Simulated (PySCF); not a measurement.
B(OH)(NH2)(NMe2) (C2H9BN2O), SMILES CN(C)B(N)O. The structure is a stationary point at PBE-D3(BJ)/def2-SVP. Other conformers were not sampled.

Computed equilibrium geometry at PBE-D3(BJ)/def2-SVP (PySCF confirms it by a frequency run) as Cartesian coordinates in Å (one conformer of several):
```xyz
15

B     -0.4343    -0.1119    -0.6553
O     -0.5875    -1.3579    -1.2590
H     -0.3544    -2.0798    -0.6525
N     -1.1058     0.9876    -1.2759
H     -1.6534     0.8238    -2.1190
H     -0.8108     1.9547    -1.1657
N      0.3369     0.0586     0.5544
C      1.2900    -0.9169     1.0279
C      0.2977     1.2740     1.3346
H      2.3209    -0.4921     1.1003
H      1.0347    -1.3122     2.0415
H      1.3525    -1.7764     0.3308
H      0.1808     1.0521     2.4217
H      1.2251     1.8911     1.2321
H     -0.5684     1.8944     1.0343
```
Charge 0, spin multiplicity 1.
